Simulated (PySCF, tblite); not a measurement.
Isomers of C4H8Si. Level: GFN2-xTB in tblite, geometry and Hessian alike; calculated harmonic values, unscaled, isolated species. The method is semi-empirical: single wavenumbers can be off by several per cent or more. Modes of hydrogen on silicon can be 10 to 20 % off. One conformer each.

Electronic energies: PBE0/pcSseg-1 single points on the GFN2-xTB geometries (PySCF, gas phase).

```tsv
SMILES	electronic energy, lowest = 0 (kcal/mol)
[SiH3][C@@H]1C=CC1	16.4
[SiH3]CC1=CC1	34.9
C#C[SiH](C)C	0.0
```

**Question.** How do GFN2-xTB zero-point energies change the relative energies?

**Answer.** 
```csv
SMILES,ZPE (kcal/mol),of it from modes above 1550 cm⁻¹,electronic (kcal/mol),"with ZPE, lowest = 0 (kcal/mol)",lowest mode (cm⁻¹),rings
C#C[SiH](C)C,62.8,37.1,0.0,0.0,105,0
[SiH3][C@@H]1C=CC1,62.1,33.7,16.4,15.8,110,1
[SiH3]CC1=CC1,61.0,34.1,34.9,33.2,59,1
```

The zero-point energies span 1.8 kcal/mol, from `[SiH3]CC1=CC1` to `C#C[SiH](C)C`. The order is unchanged.

**Question.** And how do the electronic energies of GFN2-xTB itself compare?

**Answer.** `C#C[SiH](C)C` 17.9; `[SiH3][C@@H]1C=CC1` 0.0; `[SiH3]CC1=CC1` 22.8 kcal/mol, lowest = 0. Against the energies above, taken from the same isomer `C#C[SiH](C)C`, the largest difference is 34.3 kcal/mol.

**Question.** What do entropy and thermal enthalpy add at 298.15 K and 1 bar (rigid rotor, harmonic oscillator, one conformer each)?

**Answer.** 
| SMILES | point group | symmetry number | S (cal/(mol K)) | H − H(0) (kcal/mol) | ZPE + H − H(0) − TS (kcal/mol) |
| --- | --- | --- | --- | --- | --- |
| C#C[SiH](C)C | Cs | 1 | 87.3 | 5.81 | 42.6 |
| [SiH3][C@@H]1C=CC1 | C1 | 1 | 77.5 | 4.55 | 43.6 |
| [SiH3]CC1=CC1 | C1 | 1 | 82.5 | 5.06 | 41.5 |
